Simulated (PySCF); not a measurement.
Some computed properties have been withheld. Give your best values.

C4H9FOSi.
InChI=1S/C4H9FOSi/c5-3-6-4-1-2-7-4/h4H,1-3,7H2/t4-/m0/s1

Conformer (atom-mapped SMILES and torsion angles): `[F:1][CH2:2][O:3][C@@H:4]1[CH2:5][CH2:6][SiH2:7]1`: F1–C2–O3–C4 -66°, C2–O3–C4–C5 176°.

| property | level | value |
| --- | --- | --- |
| point group | PBE0-D3(BJ)/def2-SVP | ? |
| rotational constants A, B, C | PBE0-D3(BJ)/def2-SVP | ? |
| dipole moment | B3LYP/def2-SVPD | 1.62 D |
| HOMO energy | B3LYP/def2-SVPD | -7.19 eV |
| LUMO energy | B3LYP/def2-SVPD | ? |
| lowest singlet excitation | TDDFT B3LYP/def2-SVPD | 6.40 eV (194 nm, f = 0.037) |
| strongest line among the 10 lowest singlet transitions | TDDFT B3LYP/def2-SVPD | S8 at 7.64 eV (162 nm, f = 0.054) |
| lowest triplet excitation (Tamm–Dancoff) | TDA B3LYP/def2-SVPD | ? |
| static isotropic polarisability | B3LYP/def2-SVPD | 80.0 au |
| vertical ionisation energy | ΔSCF B3LYP/def2-SVPD | ? |
| electronic spatial extent ⟨r²⟩ about the centre of nuclear charge | B3LYP/def2-SVPD | 1010 bohr² |
| 13C chemical shifts (computed TMS as zero) by class | GIAO B3LYP/pcSseg-1 | 107.0 (1 C), 72.4 (1 C), 32.9 (1 C), 4.8 (1 C) ppm |
| 1H chemical shifts (computed TMS as zero) by class | GIAO B3LYP/pcSseg-1 | ? |
| isotropic shieldings of nuclei other than C and H, by class | GIAO B3LYP/pcSseg-1 | ? |
| core binding energies | ΔSCF SCAN, pcX-2 on the ionised atom, pcseg-1 elsewhere, spin-free X2C, 2p3/2 from a spin–orbit splitting computed afterwards within the 2p shell | Si2p3/2 106.4, C1s 290.1, C1s 290.7, C1s 291.4, C1s 294.5, O1s 538.8, F1s 692.4, Si1s 1846.1 eV |

The electronic properties come from PySCF, for the isolated species, density fitting. One conformer (not necessarily the lowest) at the PBE0-D3(BJ)/def2-SVP geometry, without solvent, vibrations or thermal averaging.

(1) What are the 1H chemical shifts (computed TMS as zero) by class?

(2) What are the isotropic shieldings of nuclei other than C and H, by class?

(3) Give the rotational constants A, B, C.

(4) The lowest triplet excitation (Tamm–Dancoff)?

(5) What is the vertical ionisation energy?

(6) Give the LUMO energy.

(7) What is the point group?

Results:

(1) 5.39 (1 H), 5.08 (1 H), 4.72 (1 H), 4.48 (1 H), 3.37 (1 H), 2.77 (1 H), 2.31 (1 H), 0.96 (1 H), 0.83 (1 H) ppm.

(2) 225 (1 O), 353 (1 F), 360 (1 Si) ppm.

(3) 4.139, 1.505, 1.176 GHz.

(4) 5.96 eV.

(5) 9.36 eV.

(6) 0.09 eV.

(7) C1.

The polarisability is 11.86 Å³ as a volume (1 au = 0.148185 Å³), or 1.25 au for each of the 64 electrons. The rotational constants make it an asymmetric top with κ = (2B − A − C)/(A − C) = -0.78, nearer the prolate limit (−1). The principal polarisabilities are 69.4, 83.1 and 87.6 au; their mean is the isotropic value. The dipole equals about 5.4 × 10⁻³⁰ C·m (1 D = 3.33564 × 10⁻³⁰ C·m).

For the TDDFT job (B3LYP/def2-SVPD), on one thread of an Intel Xeon at 2.50 GHz, shared host with 64 logical CPUs at a one-minute load of 63, this took 7.7 min wall (with the writing of density and orbital grids) and 0.94 GiB of memory at its peak.
